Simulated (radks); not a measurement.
Task: Charge is removed step by step from the 6p (averaged over the sub-levels emptied) level of Tl, starting from [Hg] 6p1. Level of theory: Dirac Kohn-Sham, LDA (Slater exchange, Perdew-Wang correlation), spin-unpolarised, spherical densities, finite nucleus; open shells are shared between the two j in proportion to 2j + 1; Fermi nuclear charge, rms radius 5.4759 fm (a radial shooting solver on a logarithmic mesh with Libxc functionals). At the starting occupation the eigenvalue is -2.665 eV. Estimate the energy to remove one whole electron from this level, the eigenvalue at the end, and how far E(n) bends from a straight line.

Result: Delta-SCF 5.513 eV; final eigenvalue -8.566 eV; the deviation from the straight line is -0.741 eV at 0.5 electron removed, the largest on the grid computed. Slater's transition state (half an electron removed) gives 5.462 eV. Integrating minus the eigenvalue over the occupation (Janak's theorem) gives 5.513 eV. The mean slope of the eigenvalue, de/dn, is 5.90 eV per electron. Ionisation energy of Tl in the NIST Atomic Spectra Database: 6.108 eV (measured).

Beside tabulated values, note that spin-unpolarised runs miss the spin-polarisation part of the exchange energy of open shells.
